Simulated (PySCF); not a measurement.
# Electric field gradients and quadrupole coupling constants

Compound: C₆H₄FOP.
SMILES with atom numbers: `[O:1]=[CH:2][c:3]1[cH:4][cH:5][cH:6][p:7][c:8]1[F:9]` (hydrogens: H10 on C2; H11 on C4; H12 on C5; H13 on C6)

Field gradients from the PBE0/pcSseg-1 density (PySCF, non-relativistic), principal values in atomic units, ordered |Vxx| ≤ |Vyy| ≤ |Vzz|:

```tsv
atom	Vxx	Vyy	Vzz
O1	0.4727	1.5490	-2.0217
```

Question: Find the asymmetry η = (Vxx − Vyy)/Vzz and the couplings χ = eQV/h (234.96 MHz × Q in barn × V in au), with Q(17O) = −0.0256 b.

Answer: 
```json
{"atom": "O1", "environment": "aldehyde oxygen", "nucleus": "17O", "η": "0.53", "χzz (MHz)": "12.16", "χxx (MHz)": "-2.84", "χyy (MHz)": "-9.32"}
```

The tensor is traceless: Vxx + Vyy + Vzz = 0.

Question: What is Vzz at O1 in SI units (1 au = 9.71736 × 10²¹ V/m²)?

Answer: -2.0217 au = -19.646 × 10²¹ V/m².

Question: And the gradient at the other heavy atoms, for which no coupling is worked out here?

Answer: 
| atom | environment | Vzz (au) | η |
| --- | --- | --- | --- |
| C2 | aldehyde carbon | 0.532 | 0.18 |
| C3 | substituted aromatic carbon | 0.239 | 0.31 |
| C4 | aromatic CH carbon | 0.401 | 0.16 |
| C5 | aromatic CH carbon | 0.316 | 0.14 |
| C6 | aromatic CH carbon | 0.367 | 0.12 |
| P7 | phosphorus bonded to 2 C | -1.188 | 0.06 |
| C8 | aromatic C–F carbon | -0.481 | 0.40 |
| F9 | aryl fluorine | 2.911 | 0.16 |

Question: What couplings would deuterons (Q(2H) = 0.00286 b) have in place of the hydrogens, at this geometry?

Answer: 
```
atom  bonded to  bond length (Å)  Vzz (au)     η  χzz (kHz)
 H10         C2            1.113    0.2560  0.02        172
 H11         C4            1.093    0.2924  0.04        196
 H12         C5            1.094    0.2989  0.07        201
 H13         C6            1.096    0.2979  0.06        200
```

One conformer (not necessarily the lowest) at the PBE0-D3(BJ)/def2-SVP geometry, without solvent, vibrations or thermal averaging. The small basis limits the accuracy of the gradients.

The run behind these numbers computed NMR shieldings as well. The run took 12 s of wall time on one thread, AMD EPYC 9R45 (x86_64), no GPU, on a shared host, and the process peaked at 0.85 GiB of memory.

Conformer computed: `[O:1]=[CH:2][c:3]1[cH:4][cH:5][cH:6][p:7][c:8]1[F:9]`: O1–C2–C3–C4 0°.
